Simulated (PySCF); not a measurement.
A run for PySCF: D3(BJ) and D4 dispersion corrections on CH6OSi (a complex), monomers drawn apart or pushed together.

```python
from pyscf import gto
from pyscf.dispersion import dftd3, dftd4

mol = gto.M(
    atom='''
    Si    0.02133810    0.09222757    0.17658511
    H    -0.65051746   -1.10977309    0.72361901
    H     0.49347010    0.92815319    1.30420815
    H    -0.93864319    0.86205424   -0.64424828
    H     1.17498436   -0.32248442   -0.65109182
    C    -0.26888913   -0.49129487    4.50433972
    O     0.04527839    0.05566329    5.52334424
    H    -1.24260493   -0.30489120    4.01061107
    H     0.39546749   -1.21644800    3.99511907
    ''',
    basis='def2-svp',
    charge=0, spin=0, verbose=0, max_memory=1800)
d3, d4 = {}, {}
for xc in ['hf', 'pbe', 'blyp', 'revpbe', 'tpss', 'r2scan', 'b3lyp', 'pbe0', 'bhlyp', 'camb3lyp', 'b2plyp']:
    d3[xc] = float(dftd3.DFTD3Dispersion(mol, xc=xc, version='d3bj', atm=False).get_dispersion()['energy'])
    print(f'D3(BJ) {xc:10s} {d3[xc]:14.8f} Eh')
for xc in ['hf', 'pbe', 'blyp', 'revpbe', 'tpss', 'r2scan', 'b3lyp', 'pbe0', 'bhlyp', 'camb3lyp', 'b2plyp']:
    d4[xc] = float(dftd4.DFTD4Dispersion(mol, xc={'camb3lyp': 'cam-b3lyp'}.get(xc, xc), atm=True).get_dispersion()['energy'])
    print(f'D4     {xc:10s} {d4[xc]:14.8f} Eh')
```

The log:

```
D3(BJ) hf            -0.03250247 Eh
D3(BJ) pbe           -0.00366875 Eh
D3(BJ) blyp          -0.00754082 Eh
D3(BJ) revpbe        -0.00924186 Eh
D3(BJ) tpss          -0.00457226 Eh
D3(BJ) r2scan        -0.00112467 Eh
D3(BJ) b3lyp         -0.00615949 Eh
D3(BJ) pbe0          -0.00317152 Eh
D3(BJ) bhlyp         -0.00474661 Eh
D3(BJ) camb3lyp      -0.00286935 Eh
D3(BJ) b2plyp        -0.00282758 Eh
D4     hf            -0.01141106 Eh
D4     pbe           -0.00307050 Eh
D4     blyp          -0.00669344 Eh
D4     revpbe        -0.01029779 Eh
D4     tpss          -0.00412044 Eh
D4     r2scan        -0.00087720 Eh
D4     b3lyp         -0.00481815 Eh
D4     pbe0          -0.00261695 Eh
D4     bhlyp         -0.00341368 Eh
D4     camb3lyp      -0.00263713 Eh
D4     b2plyp        -0.00216178 Eh
```

The run finished.

Cost: very roughly 0.03 core-seconds.
